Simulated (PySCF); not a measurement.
# Continuum solvent and chemical shifts

Atom-mapped SMILES (the numbers label the heavy atoms): `[CH3:1][c:2]1[cH:3][p-:4][c:5]([CH3:6])[cH:7]1`. Hydrogens are named by the atom that carries them.

GIAO PBE0/pcSseg-1 in PySCF on one PBE0-D3(BJ)/def2-SVP conformer, non-relativistic, equivalent nuclei averaged. Solvents enter as an IEF-PCM continuum (cyclohexane with ε = 2.0) around the gas-phase geometry. Shifts are referred to TMS computed in the same medium.

Gas phase, δ in ppm: C5 146.0, C3 131.2, C2 124.9, C7 120.1, C1 21.5, C6 20.9, H(C7) 6.42, H(C3) 6.05, H(C6) 2.34, H(C1) 2.22. Dipole moment 2.79 D.

Problem. How does each δ change in the continuum?

Solution. 
| atoms | environment | Δδ, cyclohexane |
| --- | --- | --- |
| C5 | substituted aromatic carbon | +2.4 |
| C3 | aromatic CH | -0.9 |
| C2 | substituted aromatic carbon | +3.6 |
| C7 | aromatic CH | +1.6 |
| C1 | methyl carbon on an aromatic ring | -0.4 |
| C6 | methyl carbon on an aromatic ring | -0.5 |
| H(C7) | hydrogen on an aromatic CH | +0.11 |
| H(C3) | hydrogen on an aromatic CH | +0.05 |
| H(C6) | hydrogen on a methyl carbon on an aromatic ring | +0.04 |
| H(C1) | hydrogen on a methyl carbon on an aromatic ring | +0.05 |

Changes are relative to the gas phase. The dipole moment becomes 3.44 D in cyclohexane.

Problem. Which of the listed nuclei move most (in ppm), and what does the model miss?

Solution. C2 (substituted aromatic carbon, +3.6 ppm) in cyclohexane. A continuum only polarises the solute; specific hydrogen bonds, the anisotropy of aromatic solvents and changes of geometry or conformer are outside it, as are counter-ions.
